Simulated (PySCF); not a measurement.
## Magnetisability: [GeCl5]-, [Cl5Ge]-, charge -1

Cartesian coordinates in Å; atom numbers follow the order of the lines, from 1:
```xyz
6

Ge    0.001    0.002    0.000
Cl   -0.017   -0.005    2.314
Cl    0.021    0.009   -2.314
Cl    2.231    0.004    0.017
Cl   -1.132    1.923   -0.003
Cl   -1.103   -1.934   -0.015
```

Total charge -1.

Method: GIAO PW91/def2-SVP magnetisability, rotational g tensor and spin-rotation constants, non-relativistic, gas phase (PySCF). Geometry: GFN2-xTB.

The calculation is non-relativistic, which matters for the atoms heavier than Zn. For an ion the centre-of-mass motion in the field is neglected.

**Question.** How diamagnetic is it, and how anisotropic?

**Answer.** Isotropic -1819 × 10⁻³⁰ J/T², or -109.5 × 10⁻⁶ cm³/mol; principal values -2017, -1723, -1717 × 10⁻³⁰ J/T², anisotropy 297 × 10⁻³⁰ J/T² (root of half the summed squared differences of the principal values). The susceptibility is in cgs units.

**Question.** Split it along the inertial axes a, b, c into diamagnetic and paramagnetic parts about the centre of mass, with the quadrupole moment.

**Answer.** 
| axis | χ (10⁻⁶ cm³/mol) | diamagnetic (10⁻⁶ cm³/mol) | paramagnetic (10⁻⁶ cm³/mol) | summed x² of all electrons (Å²) | quadrupole Θ (D Å) |
| --- | --- | --- | --- | --- | --- |
| a | -121.5 | -1231.8 | 1110.3 | 202.3 | -8.97 |
| b | -103.8 | -1471.4 | 1367.6 | 145.8 | +4.42 |
| c | -103.4 | -1477.1 | 1373.6 | 144.5 | +4.55 |

Anisotropies 2χaa − χbb − χcc = -35.8 and 2χbb − χaa − χcc = +17.4 × 10⁻⁶ cm³/mol. Θ is traceless in Buckingham's convention.

**Question.** And the rotational g tensor?

**Answer.** 
```tsv
axis	rotational constant (GHz)	g	nuclear part	electronic part
a	0.9687	-0.0156	0.4897	-0.5053
b	0.7971	-0.0225	0.4897	-0.5121
c	0.7937	-0.0225	0.4897	-0.5122
```
Asymmetric top; isotopes 35Cl, 74Ge; no vibrational averaging.
